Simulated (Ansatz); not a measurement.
Consider the ligand exchange at the Si–O bond: `O[SiH2]O[SiH2][SiH3]` + `O[SiH2]F` → `O[SiH2]O[SiH2]F` + `O[SiH2][SiH3]`.

Program: Ansatz. Geometries: PBE0-D4/def2-TZVP. ΔE: electronic, gas phase. CCSD(T)/CBS adds triple-zeta CCSD(T) − MP2 to the extrapolated MP2 energy (def2 sets, frozen cores). Functionals use def2-TZVPP. B3LYP here is the variant with VWN-RPA as its local correlation; programs differ in this. Each species was taken in one conformer, which may not be the lowest.

`O[SiH2]O[SiH2][SiH3]`:

```xyz
13

O    -0.534    1.863    1.923
Si    0.597    0.695    1.721
O    -0.025   -0.665    1.069
Si   -0.640   -1.281   -0.327
Si    0.223   -0.188   -2.216
H    -1.193    1.744    2.608
H     1.591    1.284    0.795
H     1.190    0.298    3.019
H    -2.123   -1.155   -0.308
H    -0.302   -2.729   -0.373
H    -0.382   -0.788   -3.437
H     1.701   -0.342   -2.291
H    -0.104    1.263   -2.182
```

`O[SiH2]F`:

```xyz
6

O     0.164    1.203    0.380
Si   -0.098   -0.375    0.071
F     1.229   -1.078   -0.472
H     0.279    1.809   -0.353
H    -0.455   -0.996    1.359
H    -1.120   -0.563   -0.985
```

`O[SiH2]O[SiH2]F`:

```xyz
10

O    -2.211   -0.108   -0.915
Si   -0.610   -0.345   -1.142
O     0.202   -0.319    0.278
Si    1.189    0.468    1.290
F     2.670   -0.090    1.109
H    -2.728   -0.814   -0.526
H    -0.160    0.778   -1.993
H    -0.350   -1.670   -1.753
H     1.222    1.912    0.971
H     0.777    0.188    2.680
```

`O[SiH2][SiH3]`:

Cartesian coordinates in Å:
```
O -0.298 -1.780 1.017
Si 0.711 -0.652 0.349
Si -0.461 1.045 -0.772
H -0.944 -1.475 1.655
H 1.579 -0.021 1.386
H 1.574 -1.403 -0.595
H 0.493 2.057 -1.304
H -1.393 1.731 0.167
H -1.260 0.498 -1.902
```

```csv
level,ΔE (kJ/mol),difference from CCSD(T)/CBS
PBE0-D4,4.4,0.8
B3LYP-D4,4.7,1.1
ωB97X-V,4.0,0.4
ωB97M-V,4.1,0.5
PBE,1.9,-1.7
r2SCAN,2.6,-1.0
PBE0,1.8,-1.8
CCSD(T)/def2-TZVPP,3.9,0.3
HF/def2-QZVPP,-1.1,-4.7
HF/CBS(def2),-1.2,-4.8
CCSD(T)/CBS,3.6,0
```

Largest T1 diagnostic among the species: 0.012.

In def2-TZVPP, CCSD(T) changes the Hartree–Fock value by +4.4 kJ/mol (the triples alone add +0.8 kJ/mol) and MP2 by +4.8 kJ/mol. The D4 term adds +4.3 kJ/mol with B3LYP and +2.6 kJ/mol with PBE0; it sums over pairs of atoms, weighted by their polarisabilities, and B3LYP, whose exchange is more repulsive, gets the larger term.
